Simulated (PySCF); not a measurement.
F(2+) (fluorine, charge +2) across methods

[He] 2s2 2p3, high-spin 4S determinant. Calculation: PySCF 2.14, in aug-cc-pVDZ; the non-relativistic Hamiltonian (point nucleus).

| method | E (hartree) | mean ε 2s α (eV) | mean ε 2s β (eV) | mean ε 2p α (eV) | Σ⟨r²⟩ (bohr²) | ⟨S²⟩ |
| --- | --- | --- | --- | --- | --- | --- |
| BLYP | -97.7714 | -70.227 | -63.602 | -51.448 | 5.117 | 3.751 |
| LDA | -97.1165 | -70.020 | -63.214 | -51.612 | 5.139 | 3.751 |
| PBE | -97.6866 | -70.524 | -63.373 | -51.597 | 5.120 | 3.751 |
| BP86 | -97.7675 | -70.509 | -63.603 | -51.582 | 5.107 | 3.751 |
| PBE0 | -97.7073 | -75.103 | -65.701 | -54.809 | 5.100 | 3.752 |
| LC-wPBE | -97.7235 | -76.701 | -68.875 | -57.274 | 5.119 | 3.751 |
| UHF | -97.57598 | -88.125 | -70.799 | -63.777 | 5.072 | 3.754 |
| TPSS | -97.7990 | -71.475 | -63.604 | -51.901 | 5.099 | 3.752 |

**Question.** Estimate the same row for r2SCAN.

**Answer.** E (hartree) = -97.7588; mean ε 2s α (eV) = -72.948; mean ε 2s β (eV) = -63.483; mean ε 2p α (eV) = -52.789; Σ⟨r²⟩ (bohr²) = 5.087; ⟨S²⟩ = 3.752.
